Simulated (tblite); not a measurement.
Calculated harmonic vibrations of the isolated species, GFN2-xTB (tblite), most abundant isotopes, no scaling. The method is semi-empirical: single wavenumbers can be off by several per cent or more. One conformer each. Thermal functions are those of the rigid rotor and harmonic oscillator, without mixing of conformers.

Question: Order these by their zero-point energy, highest first (kcal/mol).
A. `C(=C/CCO)/F`
B. `c12ccccc2C1OC(C)C`
C. `CCc1c(F)nnn1C`
D. `FC(F)Oc1ccoc1`
E. `C#C[C@@H](C(=O)NC)C(F)F`
F. `ClC1=C[C@@H]2C[C@@H]2[C@H]1Cl`
G. `[CH2+]C1=CC(C(C)=S)=CC=C1`

Answer: B (118.6), G (91.1), C (83.3), E (75.5), A (64.7), F (63.6), D (52.8).

```csv
SMILES,atoms,mass (u),symmetry number,modes under 300 cm⁻¹,ZPE (kcal/mol),S translation (cal/(mol K)),S rotation,S vibration,S,Cp
CC(C)OC1c2ccccc21,23,148.09,1,7,118.6,38.9,28.8,20.2,88.0,30.3
[CH2+]c1cccc(C(C)=S)c1,19,149.04,1,6,91.1,39.0,28.9,17.3,85.1,28.4
CCc1c(F)nnn1C,17,129.07,1,7,83.3,38.5,27.7,16.0,82.2,25.6
C#C[C@@H](C(=O)NC)C(F)F,17,147.05,1,8,75.5,38.9,28.5,24.6,92.0,31.4
OCC/C=C\F,13,90.05,1,4,64.7,37.4,26.0,11.5,74.9,19.5
ClC1=C[C@@H]2C[C@@H]2[C@H]1Cl,14,147.98,1,4,63.6,38.9,28.2,9.1,76.1,20.6
FC(F)Oc1ccoc1,13,134.02,1,3,52.8,38.6,27.7,12.7,79.0,21.3
```

Entropies and Cp are for 200 K and 1 bar.
